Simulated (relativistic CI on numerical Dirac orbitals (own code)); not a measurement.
# Hyperfine structure of Ge VIII, mass number 73

Computed by Dirac-Coulomb-Breit CI, separate exchange-only KLI orbitals for each configuration, model QED, unscaled Slater integrals (own radial code, finite nucleus).

Configuration list (outside the closed core [Ne]): 3s2 3p6 3d7, 3s2 3p5 3d8, 3s2 3p6 3d6 4s, 3s2 3p6 3d6 4p, 3s2 3p4 3d9, 3s 3p6 3d8, 3s2 3p6 3d5 4s2, 3s2 3p6 3d6 4d, 3s2 3p6 3d5 4s 4p, 3s2 3p6 3d5 4p2, 3s2 3p6 3d6 5s, 3s2 3p6 3d6 4f, 3s2 3p6 3d6 5p, 3p6 3d9, 3s2 3p6 3d6 5d, 3s2 3p5 3d7 4s. Levels of other configurations are missing.

Nuclear spin I = 9/2, μ = -0.87824 μN, Q = -0.196 b (tables of Stone and Pyykkö). The electronic factors are computed for point nuclear moments, without core polarisation or the Bohr-Weisskopf and QED corrections.

```tsv
Level	E (cm⁻¹)	A (MHz)	B (MHz)
3s2 3p6 3d7 4F_9/2	0.0	-219.9	-226
3s2 3p6 3d7 4F_7/2	3444.4	-237.4	-155
3s2 3p6 3d7 4F_5/2	5768.6	-285.4	-113
3s2 3p6 3d7 4F_3/2	7291.7	-461	-111
3s2 3p6 3d7 4P_3/2	29936.9	-171.1	-202
3s2 3p6 3d7 4P_5/2	30257.1	-109.3	306
3s2 3p6 3d7 4P_1/2	32352.3	233.3	
3s2 3p6 3d7 2G_9/2	32600.8	-279	172
```

Levels with J = 0, under 50 % of one LS term, or S terms without an open s electron are left out. Small factors come from cancelling terms and can be off by tens of per cent or more.

At this charge configurations can still be misplaced by up to about 7 % of their energy. Terms inside the open d or f shell come out 10 to 20 % too wide with unscaled integrals.

Question: Give the hyperfine levels of 3s2 3p6 3d7 4F_9/2 relative to its centre of gravity.

Answer: With K = F(F + 1) − I(I + 1) − J(J + 1), E = AK/2 + B[¾K(K + 1) − I(I + 1)J(J + 1)]/[2I(2I − 1)J(2J − 1)]: F = 0: 5338, F = 1: 5131, F = 2: 4715, F = 3: 4086, F = 4: 3242, F = 5: 2174, F = 6: 874.7, F = 7: -664.4, F = 8: -2455, F = 9: -4509 MHz.
